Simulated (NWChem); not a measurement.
System: SiNH₃Cl₂; SMILES N[SiH](Cl)Cl

Input file for NWChem:

```
start job
memory heap 200 mb stack 900 mb global 1100 mb
geometry units angstroms noautosym nocenter noautoz
  Si     0.304076     0.437537    -0.005742
  N      1.886276    -0.179118     0.128720
  Cl    -0.803621    -0.341183    -1.574303
  Cl    -0.703305    -0.049321     1.720642
  H      0.353493     1.903085    -0.199681
  H      2.610050     0.136540    -0.507825
  H      2.047449    -1.130022     0.442252
end
basis spherical
  * library def2-svp
end
dft
  xc m05-2x
  iterations 150
end
cosmo
  do_cosmo_smd true
  solvent dioxane
end
task dft energy
```

Parts of the log:

```
             Northwest Computational Chemistry Package (NWChem) 7.3.0
             --------------------------------------------------------

                             Geometry "geometry" -> ""
                             -------------------------

 Output coordinates in angstroms (scale by  1.889725989 to convert to a.u.)

  No.       Tag          Charge          X              Y              Z
 ---- ---------------- ---------- -------------- -------------- --------------
    1 Si                  14.0000     0.30407600     0.43753700    -0.00574200
    2 N                    7.0000     1.88627600    -0.17911800     0.12872000
    3 Cl                  17.0000    -0.80362100    -0.34118300    -1.57430300
    4 Cl                  17.0000    -0.70330500    -0.04932100     1.72064200
    5 H                    1.0000     0.35349300     1.90308500    -0.19968100
    6 H                    1.0000     2.61005000     0.13654000    -0.50782500
    7 H                    1.0000     2.04744900    -1.13002200     0.44225200

 Effective nuclear repulsion energy (a.u.)     275.9515516576

                                 NWChem DFT Module
                                 -----------------

 Summary of "ao basis" -> "ao basis" (spherical)
 ------------------------------------------------------------------------------
       Tag                 Description            Shells   Functions and Types
 ---------------- ------------------------------  ------  ---------------------
 Si                         def2-svp                 8       18   4s3p1d
 N                          def2-svp                 6       14   3s2p1d
 Cl                         def2-svp                 8       18   4s3p1d
 H                          def2-svp                 3        5   2s1p

 in cosmo_initialize ...
 calling solv_data for solv:dioxane

 solvent parameters
 solvname_short: dioxane
 solvname_long:  1,4-dioxane
 dielec:        2.2099
 dielecinf:     2.0232
 nonaqueous SMD model solvent descriptors
 dielec:        2.2099
 sola:          0.0000
 solb:          0.6400
 solc:          0.0000
 solg:         47.1400
 solh:          0.0000
 soln:          1.4224

          ---------------
          -cosmo- solvent
          ---------------
 Cosmo: York-Karplus, doi: 10.1021/jp992097l
 dielectric constant -eps-     =   2.21
 screen = (eps-1)/(eps    )    =   0.54749
 surface charge correction     = lagrangian

   van der Waals surface
 --------------------------

 ---------- ATOMIC COORDINATES (A.U.) ------------ VDWR(ANG.) --
     1    0.57462032    0.82682504   -0.01085081     2.470
     2    3.56454478   -0.33848394    0.24324553     1.890
     3   -1.51862349   -0.64474238   -2.97500129     2.380
     4   -1.32905374   -0.09320318    3.25154190     2.380
     5    0.66800491    3.59630918   -0.37734238     1.200
     6    4.93227932    0.25802319   -0.95965010     1.200
     7    3.86911759   -2.13543194    0.83573510     1.200
 number of segments per atom =        128
 number of   points per atom =        128
 atom (   nspa,  nppa )
 ----------------------
    1 (     42,     0 )       0
    2 (     59,     0 )       0
    3 (     90,     0 )       0
    4 (     91,     0 )       0
    5 (     32,     0 )       0
    6 (     47,     0 )       0
    7 (     44,     0 )       0
 number of -cosmo- surface points =      405
 molecular surface =    144.882 angstrom**2
 molecular volume  =    137.209 angstrom**3
 -lineq- algorithm             =   0
 -bem- low  level              =   3
 -bem- from -octahedral-
 gaussian surface charge width =   4.50000
 degree of switching           =   1.00000
 switching function tolerance  =   0.00010
 atomic radii =
 --------------
    1 14.000  2.470
    2  7.000  1.890
    3 17.000  2.380
    4 17.000  2.380
    5  1.000  1.200
    6  1.000  1.200
    7  1.000  1.200
 ...... end of -cosmo- initialization ......

 nat:                     7
 ixmem:                  2814
 calling mnsol_interface()
 G(SMD-CDS) energy (kcal/mol)  =    -0.401
 SMD-CDS SASA (angstrom**2)    =   142.543

            General Information
            -------------------
          SCF calculation type: DFT
          Wavefunction type:  closed shell.
          No. of atoms     :     7
          No. of electrons :    58
           Alpha electrons :    29
            Beta electrons :    29
          Charge           :     0
          Spin multiplicity:     1
          Use of symmetry is: off; symmetry adaption is: off
          Maximum number of iterations: 150
          AO basis - number of functions:    83
                     number of shells:    39
          Convergence on energy requested:  1.00D-06
          Convergence on density requested:  1.00D-05
          Convergence on gradient requested:  5.00D-04

              XC Information
              --------------
                       M05-2X Method XC Functional
                     Hartree-Fock (Exact) Exchange  0.560
                M05-2X metaGGA Exchange Functional  0.440
                      M05-2X Correlation Potential  1.000

             Grid Information
             ----------------
          Grid used for XC integration:  medium
          Radial quadrature: Mura-Knowles
          Angular quadrature: Lebedev.
          Tag              B.-S. Rad. Rad. Pts. Rad. Cut. Ang. Pts.
          ---              ---------- --------- --------- ---------
          Si                  1.10       88           8.0       590
          N                   0.65       49           8.0       434
          Cl                  1.00       88          11.0       590
          H                   0.35       45          10.0       434
          Grid pruning is: on
          Number of quadrature shells:   448
          Spatial weights used:  Erf1

      Superposition of Atomic Density Guess
      -------------------------------------

 Sum of atomic energies:       -1263.12760135

      Non-variational initial energy
      ------------------------------

 Total energy =   -1264.407290
 1-e energy   =   -2295.552597
 2-e energy   =     755.193755
 HOMO         =      -0.359540
 LUMO         =       0.079773

   convergence    iter        energy       DeltaE   RMS-Dens  Diis-err
 ---------------- ----- ----------------- --------- --------- ---------
     COSMO gas phase
 d= 0,ls=0.0,diis     1  -1266.0717389332 -1.54D+03  1.06D-02  4.97D-01
 d= 0,ls=0.0,diis     2  -1266.0968041672 -2.51D-02  5.01D-03  2.65D-01
 d= 0,ls=0.0,diis     3  -1266.1295330230 -3.27D-02  8.12D-04  1.10D-02
 d= 0,ls=0.0,diis     4  -1266.1307048364 -1.17D-03  2.70D-04  8.39D-04
 d= 0,ls=0.0,diis     5  -1266.1308075617 -1.03D-04  6.80D-05  3.16D-05
  Resetting Diis
 d= 0,ls=0.0,diis     6  -1266.1308123724 -4.81D-06  1.46D-05  1.06D-06
 d= 0,ls=0.0,diis     7  -1266.1308125414 -1.69D-07  3.43D-06  3.48D-08

   convergence    iter        energy       DeltaE   RMS-Dens  Diis-err
 ---------------- ----- ----------------- --------- --------- ---------
     COSMO solvation phase
 d= 0,ls=0.0,diis     1  -1266.1356036084 -4.79D-03  6.57D-04  7.92D-04
 d= 0,ls=0.0,diis     2  -1266.1358455615 -2.42D-04  1.61D-04  9.79D-05
 d= 0,ls=0.0,diis     3  -1266.1358594283 -1.39D-05  6.15D-05  1.89D-05
 d= 0,ls=0.0,diis     4  -1266.1358624471 -3.02D-06  1.66D-05  1.34D-06
 d= 0,ls=0.0,diis     5  -1266.1358626607 -2.14D-07  3.96D-06  7.07D-08

         Total DFT energy =    -1266.135862660741
      One electron energy =    -2297.899502223485
           Coulomb energy =      841.372960320079
    Exchange-Corr. energy =      -85.533223647762
 Nuclear repulsion energy =      275.951551657606

             COSMO energy =       -0.027648767180

 Numeric. integr. density =       58.000004216898

                                COSMO-SMD solvation results
                                ---------------------------

             internal energy in gas <Psi(g)|H|Psi(g)> =     -1266.130812541421
         internal energy in solvent <Psi(s)|H|Psi(s)> =     -1266.130532770701
                               delta internal energy  =         0.000279770720 (    0.18 kcal/mol)
   total free energy in solvent <Psi(s)|H+V/2|Psi(s)> =     -1266.135224342404
 polarization energy contribution <Psi(s)|V/2|Psi(s)> =        -0.004691571703 (   -2.94 kcal/mol)
    total free energy in solvent including G(SMD-CDS) =     -1266.135862660741
                       G(SMD-CDS) energy contribution =        -0.000638318338 (   -0.40 kcal/mol)
     1 M fixed-concentration free energy of solvation =        -0.005050119320 (   -3.17 kcal/mol)

                       DFT Final Molecular Orbital Analysis
                       ------------------------------------

 Vector   27  Occ=2.000000D+00  E=-3.819427D-01
              MO Center= -4.0D-01,  2.0D-01,  1.4D-01, r^2= 4.1D+00
   Bfn.  Coefficient  Atom+Function         Bfn.  Coefficient  Atom+Function
  ----- ------------  ---------------      ----- ------------  ---------------
    62      0.381321  4 Cl py                44      0.321594  3 Cl py
    59      0.283331  4 Cl py                41      0.236552  3 Cl py
    69     -0.227982  5 H  s                 70     -0.199610  5 H  s
    45      0.185891  3 Cl pz                56      0.163212  4 Cl py
    63      0.148556  4 Cl pz                42      0.138753  3 Cl pz

 Vector   28  Occ=2.000000D+00  E=-3.788910D-01
              MO Center= -5.9D-01, -1.3D-01, -5.1D-01, r^2= 3.7D+00
   Bfn.  Coefficient  Atom+Function         Bfn.  Coefficient  Atom+Function
  ----- ------------  ---------------      ----- ------------  ---------------
    45     -0.374222  3 Cl pz                44      0.352164  3 Cl py
    63     -0.299988  4 Cl pz                42     -0.273913  3 Cl pz
    41      0.259952  3 Cl py                60     -0.221164  4 Cl pz
    61     -0.174668  4 Cl px                39     -0.158373  3 Cl pz
    38      0.150084  3 Cl py                58     -0.137023  4 Cl px

 Vector   29  Occ=2.000000D+00  E=-3.420473D-01
              MO Center=  1.3D+00, -1.4D-01, -2.3D-02, r^2= 2.8D+00
   Bfn.  Coefficient  Atom+Function         Bfn.  Coefficient  Atom+Function
  ----- ------------  ---------------      ----- ------------  ---------------
    24      0.420557  2 N  pz                27     -0.355530  2 N  pz
    43     -0.287797  3 Cl px                23      0.241769  2 N  py
    40     -0.204361  3 Cl px                26     -0.199131  2 N  py
    22      0.160031  2 N  px                61      0.151510  4 Cl px
    25     -0.143621  2 N  px                37     -0.117663  3 Cl px

 Vector   30  Occ=0.000000D+00  E= 7.804073D-02
              MO Center= -3.1D-02,  4.4D-01,  2.2D-02, r^2= 3.6D+00
   Bfn.  Coefficient  Atom+Function         Bfn.  Coefficient  Atom+Function
  ----- ------------  ---------------      ----- ------------  ---------------
    11      0.950050  1 Si px                 3     -0.583799  1 Si s
    63     -0.540709  4 Cl pz                54      0.529603  4 Cl s
    13     -0.497659  1 Si pz                21     -0.488839  2 N  s
    45      0.359165  3 Cl pz                 8      0.275400  1 Si px
     2     -0.237239  1 Si s                 80      0.199451  7 H  s

 Vector   31  Occ=0.000000D+00  E= 9.248772D-02
              MO Center=  1.1D+00, -2.3D-01, -3.0D-01, r^2= 4.6D+00
   Bfn.  Coefficient  Atom+Function         Bfn.  Coefficient  Atom+Function
  ----- ------------  ---------------      ----- ------------  ---------------
    21      1.168750  2 N  s                  4     -0.754392  1 Si s
    75     -0.596859  6 H  s                 80     -0.486631  7 H  s
    12      0.450460  1 Si py                 3     -0.386610  1 Si s
    13      0.339946  1 Si pz                36      0.326010  3 Cl s
    43      0.319109  3 Cl px                45      0.288373  3 Cl pz

 Vector   32  Occ=0.000000D+00  E= 1.040507D-01
              MO Center=  5.7D-01,  5.5D-01, -6.2D-03, r^2= 4.1D+00
   Bfn.  Coefficient  Atom+Function         Bfn.  Coefficient  Atom+Function
  ----- ------------  ---------------      ----- ------------  ---------------
    13      1.149163  1 Si pz                21     -0.731448  2 N  s
    70      0.535157  5 H  s                 36      0.447308  3 Cl s
    11      0.416530  1 Si px                75      0.415841  6 H  s
    54     -0.408827  4 Cl s                 12     -0.403584  1 Si py
     3     -0.333247  1 Si s                 61     -0.334372  4 Cl px

     Multipole analysis of the density
     ---------------------------------

     L   x y z        total         alpha         beta         nuclear
     -   - - -        -----         -----         ----         -------
     0   0 0 0     -0.000000    -29.000000    -29.000000     58.000000

     1   1 0 0      1.119756      3.532184      3.532184     -5.944613
     1   0 1 0     -0.013070      0.803471      0.803471     -1.620011
     1   0 0 1     -0.232289     -2.991515     -2.991515      5.750740

     2   2 0 0    -30.056776   -116.299586   -116.299586    202.542396
     2   1 1 0     -1.321805     -6.845601     -6.845601     12.369396
     2   1 0 1     -1.680152     -4.624933     -4.624933      7.569714
     2   0 2 0    -31.736992    -33.442243    -33.442243     35.147493
     2   0 1 1     -1.112525    -12.238606    -12.238606     23.364687
     2   0 0 2    -35.825543   -184.098408   -184.098408    332.371272
```

Level: M05-2X/def2-SVP, SMD on the gas-phase geometry. All runs use the structure optimised with PBE0/def2-SVP. Solvent: 1,4-dioxane.
